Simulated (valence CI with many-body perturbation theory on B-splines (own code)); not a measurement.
**W61+ in three bases**

Computed by configuration interaction combined with many-body perturbation theory (CI+MBPT): three valence electrons over a frozen Dirac-Fock core [Ne], radial functions for each j: 9 s, 9 p, 8 d, 6 f, 3 g, 1 h, with the one-electron correlation potential Σ1, the two-electron term Σ2, the three-electron term Σ3, Breit, model QED; selected CI, second order for the rest, scaled by the run's own slope (own B-spline code, finite nucleus).

The last digits are not significant, and no measured levels were compared; by estimate large intervals hold to a few tenths of a per cent, small ones and those within an open d or f shell to about a per cent.

The reference run has the lowest level (3s^2 3p1/2) J=1/2 and an ionisation energy of 6726.03 eV. Its largest variational space holds 8450 state functions.

Levels are named by their leading jj configuration (3d3/2^4 stands for four electrons in 3d with j = 3/2), which in mixed levels can hold well under half, so a name can repeat and another be missing. Letters in brackets count levels of one name in rising energy.

Changed runs:
A. basis 6 s, 6 p, 5 d, 3 f, 1 g
B. basis 5 s, 5 p, 4 d, 2 f

Excitation energies of the reference run in cm⁻¹, and shifts in cm⁻¹:

```tsv
Level	Reference	A	B
(3s 3p1/2^2) J=1/2	1350790	-23	-52
(3s^2 3p3/2) J=3/2	2932130	-34	-83
(3s 3p1/2 3p3/2) J=3/2 [a]	4038280	-189	-570
(3s 3p1/2 3p3/2) J=5/2	4184930	-45	-132
(3s 3p1/2 3p3/2) J=3/2 [b]	4354840	-7.5	-12
(3s 3p1/2 3p3/2) J=1/2	4436190	+21	+126
(3s^2 3d3/2) J=3/2	4818430	+288	+931
(3s^2 3d5/2) J=5/2	5409560	+224	+649
(3p1/2^2 3p3/2) J=3/2	5677960	-83	-240
(3s 3p1/2 3d3/2) J=3/2 [a]	5785650	-34	-104
(3s 3p1/2 3d3/2) J=5/2	5884030	+96	+219
(3s 3p1/2 3d3/2) J=1/2	6097830	+204	+587
Ionisation energy (eV)	6726.03	-0.021	-0.07
```
